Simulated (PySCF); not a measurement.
# From computed data to an observable: oscillator strength and radiative lifetime

B(Me)(OMe)(SMe) (C₃H₉BOS), SMILES COB(C)SC.

Geometry: PBE0-D3(BJ)/def2-SVP. One conformer was computed; it need not be the lowest.

TDA-CAM-B3LYP/def2-SVPD run with PySCF puts the first singlet state with f over 0.02 at 6.50 eV (vertical), with the transition dipole (0.373, 0.029, -0.242) in atomic units.

Task: Find the oscillator strength, the wavelength and the radiative lifetime that this transition would have in vacuum if emission retraced absorption.

Result: 
|μ|² = 0.1985 au, so |μ| = 1.13 D. ΔE = 6.50/27.211 = 0.2389 hartree. f = (2/3) ΔE |μ|² = 0.032 (the program prints 0.032).
λ = 1239.84/6.50 = 191 nm; ν = 52426 cm⁻¹.
Einstein's coefficient A = 0.6670 ν² f s⁻¹ (ν in cm⁻¹) = 5.8e7 s⁻¹, so τ = 1/A = 17 ns. This state is S2; the lower singlet has f = 0.013. The figure is the radiative limit of this one transition; relaxation, internal conversion, crossing to triplets and a medium change what is measured.
